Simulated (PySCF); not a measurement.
C3H6F2Si, SMILES C1[C@H]([C@H]1F)[SiH2]F. Atoms are numbered in the order given.

```xyz
12

F      2.1949    -0.7163    -1.0270
Si     1.2351    -0.0246     0.0937
C     -0.4974    -0.6494    -0.1660
C     -1.5087     0.2024    -0.9230
C     -1.6277     0.0225     0.5399
F     -1.3198     1.0818     1.3399
H      1.7629    -0.4272     1.4262
H      1.3016     1.4492    -0.0964
H     -0.5823    -1.7365    -0.2811
H     -2.2312    -0.2935    -1.5764
H     -1.1758     1.1859    -1.2687
H     -2.4400    -0.5767     0.9635
```

Geometry: PBE0-D3(BJ)/def2-SVP. The structure was generated by enumeration; whether it is a known compound was not checked. One conformer was computed; it need not be the lowest.

The numbers are results of SMD-M06-2X/def2-SVP (PySCF), not measurements.

Solvation free energies are E(SMD) − E(gas) at the gas-phase geometry, for 1 M in both phases. In vacuum the dipole moment is 2.04 D.

```tsv
solvent	ΔG(solv) (kcal/mol)	its non-electrostatic (CDS) part	dipole (D)
water	?	?	?
acetone	-4.9	-0.6	2.56
cyclohexanone	-4.1	0.2	2.54
```

**Question.** Complete the blanks. (An estimate is asked for; the answer gives what the named calculation found.)

**Answer.** 
- water, ΔG(solv) (kcal/mol): -0.7
- water, its non-electrostatic (CDS) part: 3.9
- water, dipole (D): 2.59
